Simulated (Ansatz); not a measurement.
Geometry optimisation, RKS B3LYP/def2-SVP (Ansatz 0.2.0).

Input:

```yaml
crystal:
  periodic: [false, false, false]
  atoms:
    - { symbol: "N", position_ang: [0.0084, 0.7951, 1.6408] }
    - { symbol: C, position_ang: [-0.2566, 0.3424, 0.2746] }
    - { symbol: O, position_ang: [-1.13842, 1.26012, -0.31636] }
    - { symbol: C, position_ang: [-1.68928, 1.11049, -1.57125] }
    - { symbol: Se, position_ang: [-0.8873, -0.5526, -2.7609] }
    - { symbol: H, position_ang: [0.963, 1.1392, 1.7123] }
    - { symbol: H, position_ang: [-0.5817, 1.7125, 1.7469] }
    - { symbol: H, position_ang: [0.64009, 0.30288, -0.30389] }
    - { symbol: H, position_ang: [-0.70323, -0.66359, 0.32269] }
    - { symbol: H, position_ang: [-2.30293, 1.84331, -2.00459] }
basis:
  gaussian: { orbitals: def2-SVP }
hamiltonian:
  xc: b3lyp
relax:
  f_tol: 0.015
  max_steps: 40
```

Run as:

```bash
$ ansatz run input.yaml --threads 2 --pin off --max-ram 3072MiB --backend cpu --events-out ev --progress --plain --runs-dir out
```

**Question.** Where does it end, and by what steps?

**Answer.** It converged. After 13 steps the energy has fallen by 2.258 eV; H7 moved furthest, 0.77 Å.

| step | energy less start (eV) | largest force component (eV/Å) | accepted |
| --- | --- | --- | --- |
| 0 | 0.0000 | 5.833 | yes |
| 1 | -1.7690 | 2.026 | yes |
| 2 | -1.8277 | 2.961 | yes |
| 3 | -1.9426 | 1.871 | yes |
| 4 | -2.1367 | 0.746 | yes |
| 5 | -2.2260 | 0.293 | yes |
| 6 | -2.2284 | 0.293 | yes |
| 7 | -2.2105 | 1.288 | no |
| 8 | -2.2493 | 0.145 | yes |
| 9 | -2.2523 | 0.309 | yes |
| 10 | -2.2574 | 0.042 | yes |
| 11 | -2.2575 | 0.069 | yes |
| 12 | -2.2577 | 0.019 | yes |
| 13 | -2.2577 | 0.002 | yes |

```xyz
10
Properties=species:S:1:pos:R:3
N 0.146 0.871 1.551
C -0.219 0.351 0.298
O -1.030 1.322 -0.467
C -1.470 1.024 -1.668
Se -1.239 -0.473 -2.613
H 0.732 1.700 1.487
H -0.652 1.067 2.152
H 0.661 0.120 -0.322
H -0.827 -0.561 0.394
H -2.050 1.868 -2.071
```

Run time: 29 s on 2 threads of Intel(R) Xeon(R) 6975P-C (Granite Rapids), on a shared host, peak memory 0.3 GiB.
